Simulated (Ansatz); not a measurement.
Species: H2B, SMILES `[BH2]` (charge 0, multiplicity 2), formula H$_{2}$B.

How many basis functions does frozen-core CCSD(T)/def2-TZVPP // TPSSh-D3(BJ)/def2-TZVP (Ansatz, a program for electronic structure) use, how many core orbitals are frozen, and how many electrons are correlated?

59 basis functions and 1 frozen orbitals, which leaves 5 correlated electrons. Core time is of the order of seconds.
